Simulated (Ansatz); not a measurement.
Wavefunction ladder for CH₆FNSn (`[CH3][SnH]([NH2])[F]`)

```xyz
10

C     1.042   -0.067    1.220
Sn   -0.274    0.650   -0.280
N    -1.071   -0.839   -1.351
F    -1.749    1.387    0.727
H     0.563   -0.897    1.741
H     1.978   -0.408    0.779
H     1.245    0.730    1.934
H     0.193    1.943   -1.288
H    -0.783   -1.781   -1.135
H    -1.144   -0.718   -2.349
```

Charge 0, multiplicity 1. Correlated methods include outer-core shells of Sn, which these sets cover unevenly. Sn: def2 effective core potential. The geometry is a stationary point of PBE0-D4/def2-TZVP. It is one conformer, not always the lowest. Frozen core, restricted reference, the Gaussian-basis code of Ansatz.

| basis | HF (Eh) | MP2 corr. |
| --- | --- | --- |
| def2-SVP | -408.46153 | -0.62273 |
| def2-TZVPP | -408.72266 | -0.98001 |
| def2-QZVPP | -408.73528 | -1.24537 |

**Question.** Estimate the CCSD correlation energy and the (T) correction in each basis where they were run (hartree).

**Answer.** 
```
     basis  CCSD corr.       (T)
  def2-SVP    -0.66095  -0.01544
def2-TZVPP    -0.99819  -0.03279
```
